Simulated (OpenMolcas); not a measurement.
Ir5+ among 3 point charges of -2.5 e arranged as a planar triangle (D3h), 2.5 Å from the ion.

```
Program             : OpenMolcas
Method              : CASSCF
Basis               : ANO-RCC-VDZP [7s6p4d2f]
Scalar Hamiltonian  : DKH2, point nucleus
Active space        : 4 electrons in 5 orbitals (5d)
State averaging     : 2S+1 = 5 even, 5 roots; 2S+1 = 3 even, 45 roots; 2S+1 = 1 even, 50 roots
Spin-orbit coupling : state interaction with AMFI integrals over the reference wave functions
```

Task: What is the spin-free ground state (labels of D3, the rotations of D3h)?

Result: 5E, 2-fold in its orbital part, 100 % from free-ion D terms; it has the highest spin that d4 allows.

Task: Where is the first state of the same spin?

Result: 5E at 7930 cm-1 above the ground state.

Task: What are the lowest two levels with spin-orbit coupling?

Result: A 1-fold level A1, then a 1-fold level A2 2988 cm-1 above it. Their leading multiplicities are 5 (70 %) and 5 (87 %).

Task: What is χT at 300 K?

Result: 0.08 cm3 K/mol.

Spin-orbit coupling mixes the spin-free states strongly: the lowest level takes only 55 % from its leading state, 5E. An orbital doublet at a regular site is open to a Jahn-Teller distortion, which this geometry leaves out. Without dynamic correlation the repulsion within the d shell is too large (B by tens of per cent), so at a given field states of lower spin stand too high. Point charges give a weaker field than real ligands, and real ions of this kind are as a rule low spin; the high spin found here belongs to the model. Point charges carry no covalency, so the field is a model and not that of real ligands. No measured value stands beside these numbers.
